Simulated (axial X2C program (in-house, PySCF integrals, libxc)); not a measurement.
**Potential curves of CaP, 2c**

All values were computed with an in-house all-electron X2C program for linear molecules (integrals from PySCF). Two-component (2c) means X2C with spin–orbit coupling and atomic mean-field two-electron Coulomb and Gaunt terms. Basis: Ca dyall-cv3z [11s12p6d4f], P dyall-v3z [8s7p2d1f] (cores contracted in-house); Gaussian nuclei, density fitting, unrestricted open shells. Masses: Ca 39.963 u, P 30.974 u.

State: Ω = 3/2 (⟨Sz⟩ = 0.50, ⟨Lz⟩ = 1.00 at HF). Energies in kJ/mol from the fragments at the same level (Ca + P). Fits are polynomials in 1 − R0/R over 0.85 to 1.23 times the lowest point R0.

```
 R (Å)      HF  CCSD(T)
2.1889  111.80         
2.2896   57.42   -12.15
2.3650   29.37   -33.52
2.4405    9.84   -46.99
2.5160   -2.80   -54.21
2.6041  -10.70   -56.54
2.6921  -12.92   -53.92
2.8053   -9.63   -45.36
2.9437    0.80         
3.1450   23.29
```

Correlated methods: 15 electrons correlated (number of frozen shells: Ca 2 s, 1 p; P 2 s, 1 p), 221 virtual spin orbitals or spinors in MP2, 90 natural virtuals in coupled cluster.

Dissociation energies refer to the lowest single-determinant-based atoms at the same level and basis. Coupled cluster ran in a truncated set of natural virtual spinors; the MP2 energy of the rest was added. (T) has no such correction and the atoms are truncated less, which lowers De at CCSD(T) by a hundredth of an eV or more. The state is one determinant with fixed occupations, lowest in a PBE0 search at one distance only: followed along the bond, the spin-free determinant M_S = 3/2, Λ = 0 reaches 0.08 eV lower at PBE0, at Re = 2.759 Å, so the state shown is not the lowest. The determinant is spin-polarised beyond a pure state at some levels (its spin-free form has ⟨S²⟩ too high), which makes Re and μ there less reliable. Coupled cluster ran on the points near the minimum only. MP2 and coupled cluster on one determinant become unreliable at the stretched end.

Q: Fit the HF curve near its minimum: give the equilibrium distance, the harmonic wavenumber and the well depth.

A: At HF, 2c: Re = 2.689 Å, ωe ≈ 299 cm⁻¹, De = 0.13 eV to Ca + P; Be follows as 0.134 cm⁻¹.

Q: Fit the CCSD(T) curve near its minimum: give the equilibrium distance, the harmonic wavenumber and the well depth.

A: At CCSD(T), 2c: Re = 2.597 Å, ωe ≈ 324 cm⁻¹, De = 0.59 eV to Ca + P; Be follows as 0.143 cm⁻¹.
